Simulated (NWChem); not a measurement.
selenophene (C$_{4}$H$_{4}$Se); SMILES c1cc[se]c1

All runs: NWChem. Pople sets run with spherical d functions. Structure relaxed at the PBE0/def2-SVP level. Ions are spin-unrestricted doublets at the neutral geometry; other ion states weren't tried.

Problem. Among these, which level gives the lowest value of “vertical ionisation energy, ΔSCF (eV)”?
A) Hartree-Fock/6-31G*
B) M06-2X/6-31G*
C) PBE/6-31G*
D) B3LYP/6-31G*

Solution. A, Hartree-Fock/6-31G*. Values: Hartree-Fock/6-31G* 7.46; B3LYP/6-31G* 8.59; PBE/6-31G* 8.60; M06-2X/6-31G* 8.87
